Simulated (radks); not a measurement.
Task: These are the eigenvalues of the occupied orbitals of an atom or ion with whole-number occupations (eV). Method: Dirac Kohn-Sham, revPBE, spin-unpolarised, spherical densities, finite nucleus; Fermi nuclear charge, rms radius of each element as measured or else 0.836 A^(1/3) + 0.57 fm; computed with a radial shooting solver on a logarithmic mesh with Libxc functionals.

1s1/2: -8849.491
2s1/2: -1062.183
2p1/2: -930.2679
2p3/2: -909.7744
3s1/2: -114.6891
3p1/2: -73.8214
3p3/2: -71.2446
3d3/2: -5.1219
3d5/2: -4.8520
4s1/2: -4.5086

Which element is it, and in what charge state? The configuration may be excited. Open shells, if any, fill j = l - 1/2 first.

Result: Z = 29, copper, charge 0: Cu in [Ar] 3d10 4s1. The list shows which subshells hold electrons but not how many an open one holds; the 1s level, -325.21 hartree, gives Z - s = 25.5 by -(Z - s)^2/2, which with screening and relativity narrows Z to a few neighbours, and the depths of the outer levels then fix element, charge and occupations together.
